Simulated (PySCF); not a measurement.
# Computed properties of CH7NSi2, SMILES C1N[SiH2][SiH2]1

CH7NSi2, SMILES N1C[SiH2][SiH2]1. Geometry: B3LYP-D3(BJ)/def2-SVP. This is a generated structure with no PubChem entry under its InChIKey; it may be hypothetical. The values are those of a single conformer. All values are computed for the isolated molecule unless a solvent is named; none is compared with measurement here.

**Structure.** The optimised structure has Cs symmetry. All 27 harmonic modes at B3LYP-D3(BJ)/def2-SVP (PySCF) are real, so it is a minimum. With heavy atoms numbered as in [CH2:1]1[NH:2][SiH2:3][SiH2:4]1, the shortest bond between them is C1–N2 at 1.471 Å and the longest Si3–Si4 at 2.342 Å.

**Vibrations.** The strongest infrared lines (harmonic, unscaled, degenerate partners summed) lie at 2177 cm⁻¹ (186 km/mol, H 98 %), 1008 cm⁻¹ (178 km/mol, H 91 %), 727 cm⁻¹ (173 km/mol, H 70 %, Si 18 %, C 11 %). The softest mode is at 85 cm⁻¹ and the zero-point energy is 48.5 kcal/mol.

**Electronic structure.** ωB97X/def2-TZVP (PySCF) places the frontier levels at -9.10 and 1.85 eV, a gap of 10.95 eV, and gives a dipole moment of 0.91 D and a mean polarisability of 72.5 bohr³. PBE/def2-TZVP (PySCF) at the same geometry gives -5.40 and -0.99 eV, so its gap is 6.54 eV narrower. An orbital gap is neither the optical nor the fundamental gap.

**Excitations.** TDDFT-PBE0/def2-SVPD (PySCF) has S1 at 5.18 eV (239 nm, f = 0.002, weak); the most intense of the 10 singlets computed lies at 6.61 eV (f = 0.19). T1 (TDA) is at 4.91 eV. TDDFT-PBE/def2-SVPD (PySCF) puts S1 at 4.48 eV. No vertical singlet excitation falls in the visible range (under 3.1 eV).

**NMR.** GIAO shifts at B3LYP/pcSseg-1 (PySCF) (non-relativistic, atoms alike by connectivity averaged): ¹³C at 43.9 ppm against TMS; ¹H from 0.2 to 5.8 ppm against TMS; ²⁹Si from -41.0 to -22.3 ppm against TMS.
